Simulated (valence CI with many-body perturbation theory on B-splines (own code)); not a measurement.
Which ion has this spectrum?

A relativistic CI+MBPT calculation for an atom or ion with 21 electrons gives these levels (cm⁻¹):

| J | Parity | E | g |
| --- | --- | --- | --- |
| 3/2 | even | 0 | 0.68 |
| 5/2 | even | 242524 | 1.05 |
| 3/2 | even | 288657 | 1.20 |
| 7/2 | even | 306713 | 1.06 |
| 9/2 | even | 312849 | 1.05 |
| 1/2 | even | 322501 | 1.85 |
| 5/2 | even | 462206 | 1.32 |
| 7/2 | even | 547674 | 1.09 |
| 9/2 | even | 574690 | 1.13 |
| 3/2 | even | 609274 | 1.13 |
| 1/2 | even | 628148 | 1.47 |
| 11/2 | even | 641255 | 1.08 |
| 5/2 | even | 650002 | 1.22 |
| 5/2 | even | 692381 | 1.11 |

The energies are calculated, and their last digits are not significant.

Task: Which is it?
A. Sm41+
B. Gd43+
C. Tb44+
D. Dy45+

Result: B. Gd43+, ground level (3d3/2^3) J=3/2.
